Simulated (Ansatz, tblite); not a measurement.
Forces on Si₃Sn⁻ at its r2SCAN-D4/def2-SVPD geometry. The state is a doublet with charge -1.

In the def2 sets Sn takes a core potential; there is no spin–orbit coupling. The xTB rows come from tblite. Another isomer (doublet) lies 1.94 eV lower at PBE0-D4/def2-TZVPD; other spin states weren't run for this one.

GFN1-xTB (tblite), largest force 0.65 eV/Å:

```xyz
4
positions Å, forces eV/Å
Si    0.376    0.414   -2.037    0.234    0.199   -0.126
Si    1.591    1.309   -0.349    0.061    0.066   -0.267
Si   -1.645   -1.424    2.043    0.050    0.043   -0.064
Sn   -0.322   -0.299    0.343   -0.345   -0.308    0.457
```

GFN2-xTB (tblite), largest force 1.40 eV/Å:

```
Si 0.838 0.646 0.791
Si -0.579 -0.403 -1.111
Si 0.504 0.439 -0.632
Sn -0.763 -0.682 0.952
```

PBE-D4/def2-TZVPD (Ansatz), largest force 0.14 eV/Å:

```
Si -0.006 -0.004 -0.087
Si 0.057 0.042 0.019
Si 0.030 0.018 -0.038
Sn -0.081 -0.056 0.105
```
